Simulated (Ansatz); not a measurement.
`C=C[N][SiH3]` radical. The species carries charge 0 and has multiplicity 2. The geometry is a stationary point of PBE0-D4/def2-TZVP. It is one conformer, not always the lowest.

```xyz
10

C    -0.744   -1.929   -0.631
C    -0.540   -0.575   -0.355
N     0.527   -0.156    0.257
Si    0.844    1.508    0.631
H     0.003   -2.652   -0.329
H    -1.637   -2.270   -1.141
H    -1.329    0.120   -0.681
H     2.118    1.898   -0.026
H     1.002    1.632    2.102
H    -0.245    2.424    0.174
```

Task: What is the dipole moment at ωB97M-V/def2-TZVPP? (An estimate is asked.)

Result: The calculation gave: 1.86 D, with components (-1.51, -0.65, -0.87) D in this frame, pointing from negative to positive charge.

Task: And with PBE, r2SCAN, B3LYP? (Estimate.)

Result: Ansatz gave: PBE 1.63 D, r2SCAN 1.69 D, B3LYP 1.73 D.

Task: Give the Mulliken charges with ωB97M-V, B3LYP, PBE in def2-TZVPP. (An estimate is asked.)

Result: Ansatz gave: 
```csv
atom,ωB97M-V,B3LYP,PBE
C1,-0.19,-0.17,-0.13
C2,0.01,-0.02,-0.04
N3,-0.33,-0.29,-0.24
Si4,0.29,0.40,0.32
H5,0.13,0.12,0.10
H6,0.13,0.12,0.12
H7,0.09,0.08,0.07
H8,-0.03,-0.07,-0.06
H9,-0.03,-0.07,-0.06
H10,-0.06,-0.10,-0.08
```

B3LYP here is the variant with VWN-RPA as its local correlation; programs differ in this.
